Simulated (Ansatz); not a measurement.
Basis-set extrapolation for `OC(=S)N[SiH3]` (PBE0-D4/def2-TZVP geometry, frozen core, Ansatz). Multiplicity 1, RHF reference.

```csv
,def2-TZVPP,def2-QZVPP
HF,-856.686883,-856.715029
MP2 correlation,-0.897185,-0.966584
CCSD(T) correlation,-0.977138,not run
```

Energies in hartree. Use E(X) = E(∞) + A·exp(−7.88·√X) for Hartree–Fock and E(X) = E(∞) + B·X^(−2.97) for correlation, with X = 3 and 4, and add CCSD(T) minus MP2 of the smaller set to the MP2 limit.

Q: What is the CCSD(T) energy at the basis-set limit?

A: HF limit: -856.715029 + (-0.028146) × 0.13774 = -856.71891. MP2 limit: -0.966584 + (-0.069399) × 0.74074 = -1.01799. Higher-order term: -0.977138 − (-0.897185) = -0.07995. Total: -857.81685 hartree, 401.3 kJ/mol below CCSD(T)/def2-TZVPP.
